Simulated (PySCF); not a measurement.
Level of theory: ωB97X-D3(BJ)/def2-TZVP // PBE0-D3(BJ)/def2-TZVP (PySCF 2.14.0). Gas-phase values, no solvent. One relaxed conformer stands for a flexible species; it need not be the lowest. Excitations are Tamm–Dancoff values on a coarser integration grid. The basis has no diffuse functions, so Rydberg states are missing or too high.

Reference species (SMILES): `C=C(O)C[SiH3]` (C–C–O–H torsion 0°, O–C–C–Si torsion -69°) (neutral, multiplicity 1).

```
Item                  Result
-------------------  -------
S1–T1 gap (TDA)      2.04 eV
S1 excitation (TDA)  6.52 eV
T1 excitation (TDA)  4.47 eV
```

Changed species: `C/C=C(\O)[SiH3]` (Si–C–O–H torsion 180°).

Question: Predict the effect on the S1–T1 gap (TDA), S1 excitation (TDA) and T1 excitation (TDA).

Answer: the S1–T1 gap (TDA) goes up by 0.21 eV, to 2.25 eV; the S1 excitation (TDA) decreases by 0.08 eV, to 6.44 eV; the T1 excitation (TDA) decreases by 0.28 eV, to 4.19 eV.
